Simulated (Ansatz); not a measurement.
Consider the ligand exchange at a Ge–Cl bond: `CC[N](C)[Ge]([Cl])([Cl])[Cl]` + ethylmethylamine → `CC[N](C)[Ge]([Cl])([Cl])[N](C)CC` + HCl.

Program: Ansatz. Geometries: PBE0-D4/def2-TZVP. ΔE: electronic, gas phase. CCSD(T)/CBS adds triple-zeta CCSD(T) − MP2 to the extrapolated MP2 energy (def2 sets, frozen cores). This one scheme is used for every species. DFT in def2-TZVPP. For Ge outer-core shells are correlated without core-valence functions, which leaves a few kJ/mol of doubt a bond. Scalar relativity is left out up to krypton. One conformer a species, not always the lowest.

`CC[N](C)[Ge]([Cl])([Cl])[Cl]`:

```xyz
16

C     1.113    0.123    1.802
C     0.724    0.648    0.432
N    -0.311   -0.162   -0.199
C     0.141   -1.447   -0.696
Ge   -1.593    0.696   -1.129
Cl   -3.162   -0.662   -1.595
Cl   -2.362    2.295    0.046
Cl   -0.929    1.549   -2.983
H     0.241    0.090    2.459
H     1.863    0.777    2.253
H     1.541   -0.880    1.749
H     1.611    0.701   -0.217
H     0.353    1.670    0.541
H     0.961   -1.350   -1.422
H     0.490   -2.067    0.133
H    -0.681   -1.981   -1.174
```

`CCNC`:

Z-matrix (Å, degrees):
```
C
C 1 1.514
H 1 1.092 2 110.6
H 1 1.092 2 111.0 3 120.6
H 1 1.094 2 111.0 3 -119.8
N 2 1.447 1 111.2 3 57.6
H 2 1.096 1 109.7 3 -61.5
H 2 1.106 1 109.7 3 -177.6
C 6 1.445 2 113.2 1 177.3
H 6 1.013 2 109.3 1 54.5
H 9 1.104 6 114.0 2 -54.9
H 9 1.094 6 109.5 2 65.4
H 9 1.092 6 109.9 2 -176.7
```

`CC[N](C)[Ge]([Cl])([Cl])[N](C)CC`:

Z-matrix (Å, degrees):
```
C
C 1 1.519
H 1 1.092 2 110.5
H 1 1.093 2 110.1 3 119.8
H 1 1.092 2 111.9 3 -120.7
N 2 1.453 1 112.6 3 58.8
H 2 1.093 1 108.8 3 -61.8
H 2 1.101 1 109.8 3 -178.1
Ge 6 1.804 2 119.2 1 -141.5
C 6 1.449 2 114.7 1 72.7
Cl 9 2.159 6 107.0 2 45.9
N 9 1.818 6 111.7 2 169.4
Cl 9 2.163 6 111.4 2 -69.1
H 10 1.100 6 112.2 2 54.2
H 10 1.091 6 110.1 2 174.8
H 10 1.094 6 110.7 2 -66.5
C 12 1.460 9 117.8 6 -77.2
C 12 1.451 9 118.5 6 143.8
C 17 1.514 12 114.6 9 49.3
H 17 1.097 12 106.3 9 169.7
H 17 1.102 12 110.8 9 -75.4
H 18 1.100 12 112.9 9 83.1
H 18 1.095 12 108.9 9 -157.4
H 18 1.089 12 111.0 9 -38.6
H 19 1.091 17 112.3 12 -65.0
H 19 1.092 17 109.3 12 175.8
H 19 1.092 17 111.2 12 56.2
```

HCl:

```xyz
2

Cl    0.181   -0.359    0.497
H    -0.181    0.359   -0.497
```

```csv
level,ΔE (kJ/mol)
B97M-V,55.2
revPBE,76.6
r2SCAN0,60.1
MP2/def2-SVP,33.8
CCSD/def2-SVP,40.2
HF/def2-QZVPP,81.7
MP2/def2-QZVPP,38.1
MP2/CBS(def2),39.6
```

Problem. What does CCSD(T)/CBS give? (Estimate.)

Solution. Computed: +41.3 kJ/mol. The listed levels differ from it by 13.9, 35.3, 18.8, -7.5, -1.1, 40.4, -3.2, -1.7 kJ/mol.

Largest T1 diagnostic among the species: 0.010.

In def2-TZVPP, CCSD(T) changes the Hartree–Fock value by −43.7 kJ/mol (the triples alone add −5.6 kJ/mol) and MP2 by −45.4 kJ/mol. At CCSD(T), def2-SVP lies −6.0 kJ/mol from the extrapolated value and def2-TZVPP −4.2 kJ/mol. Leaving LDA and LC-ωPBE aside and taking each functional with its dispersion term where it has one, the values, not all of them listed here, spread over 13.7 kJ/mol, from revPBE-D4 to B2PLYP. LDA lies −24.9 kJ/mol from PBE without D4.
